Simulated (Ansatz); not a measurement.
C$_{2}$H$_{9}$FSi$_{2}$ (`CC[SiH2][SiH2]F`). Total charge 0; spin multiplicity 1. The geometry is a stationary point of PBE0-D4/def2-TZVP. It is one conformer, not always the lowest.

```xyz
14

C    -1.439   -0.375    1.788
C    -1.008   -0.018    0.368
Si    0.850   -0.128    0.099
Si    1.460    0.450   -2.089
F     0.938    1.937   -2.418
H    -0.978    0.291    2.522
H    -2.522   -0.297    1.908
H    -1.151   -1.397    2.048
H    -1.497   -0.677   -0.358
H    -1.326    0.999    0.114
H     1.331   -1.521    0.337
H     1.565    0.762    1.059
H     0.843   -0.463   -3.090
H     2.934    0.438   -2.287
```

Question: What is the dipole moment at r2SCAN/def2-TZVPP? (Estimate.)

Answer: Ansatz gave: 1.55 D, with components (-0.74, -1.06, 0.85) D in this frame, pointing from negative to positive charge.

Question: And with PBE, B3LYP, ωB97M-V? (Best estimate.)

Answer: The calculation gave: PBE 1.53 D, B3LYP 1.55 D, ωB97M-V 1.52 D.

Question: Give the Mulliken charges with r2SCAN, B3LYP, ωB97M-V in def2-TZVPP. (Best estimate.)

Answer: Ansatz gave: 
```
atom  r2SCAN  B3LYP  ωB97M-V
  C1   -0.14  -0.26    -0.32
  C2   -0.16  -0.22    -0.30
 Si3    0.20   0.20     0.12
 Si4    0.50   0.49     0.41
  F5   -0.34  -0.34    -0.33
  H6    0.05   0.09     0.11
  H7    0.05   0.09     0.11
  H8    0.05   0.09     0.11
  H9    0.05   0.08     0.11
 H10    0.06   0.09     0.12
 H11   -0.08  -0.08    -0.03
 H12   -0.07  -0.07    -0.03
 H13   -0.09  -0.09    -0.05
 H14   -0.09  -0.08    -0.04
```

B3LYP here is the variant with VWN-RPA as its local correlation; programs differ in this.
